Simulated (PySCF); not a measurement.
BH₃, SMILES B. Coordinates come from a B3LYP-D3(BJ)/def2-TZVPD optimisation. The isomer is the one that the SMILES or the coordinates give; other isomers of the formula were not compared.

TDA-CAM-B3LYP/def2-TZVPD in PySCF 2.14.0 puts the lowest singlet excitations at 5.88, 5.88, 9.40, 9.40, 10.88, 11.14 eV.

Q: What are the lowest excitation roots from ADC(2)/aug-cc-pVDZ (PySCF 2.14.0)? (Estimate from the structure and the level; the computed values follow.)

A: 6.27, 6.27, 10.00, 10.00, 10.94, 10.94 eV. S1 differs by 0.39 eV (second minus first; roots are paired by order, and the bases may differ).
